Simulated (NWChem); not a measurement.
Species: SbBr$_{2}$ cation; SMILES [Br][Sb+][Br]

```xyz
3

Sb     0.0000     0.0000     0.8930
Br    -1.9155     0.0000    -0.6506
Br     1.9155     0.0000    -0.6506
```
Atoms are numbered in this order, from 1.

Program: NWChem. Geometry: optimised at PBE-D3(BJ)/def2-SVP. def2 effective core potentials on Sb; no spin-orbit coupling. Total energies of different functionals are on different scales.

```json
[
 {"level": "B3LYP/def2-SVP", "energy (Ha)": "-5387.8439", "highest occupied level (eV)": "-13.63", "orbital gap (eV)": "3.39"},
 {"level": "PBE/def2-SVP", "energy (Ha)": "-5386.9449", "highest occupied level (eV)": "-12.69", "orbital gap (eV)": "2.05"},
 {"level": "BLYP/def2-SVP", "energy (Ha)": "-5387.7286", "highest occupied level (eV)": "-12.45", "orbital gap (eV)": "1.99"},
 {"level": "OLYP/def2-SVP", "energy (Ha)": "-5389.4287", "highest occupied level (eV)": "-12.52", "orbital gap (eV)": "2.10"},
 {"level": "LC-wPBE (HJS exchange hole, range parameter 0.4 per bohr)/def2-SVP", "energy (Ha)": "-5387.0654", "highest occupied level (eV)": "-16.55", "orbital gap (eV)": "8.28"},
 {"level": "Hartree-Fock/def2-SVP", "energy (Ha)": "-5383.2391", "highest occupied level (eV)": "-16.45", "orbital gap (eV)": "9.11"},
 {"level": "PBE0/def2-SVP", "energy (Ha)": "-5387.1188", "highest occupied level (eV)": "-13.96", "orbital gap (eV)": "3.83"},
 {"level": "CAM-B3LYP/def2-SVP", "energy (Ha)": "-5387.9354", "highest occupied level (eV)": "-15.16", "orbital gap (eV)": "5.99"},
 {"level": "TPSS/def2-SVP", "energy (Ha)": "-5387.4468", "highest occupied level (eV)": "-12.84", "orbital gap (eV)": "2.15"}
]
```
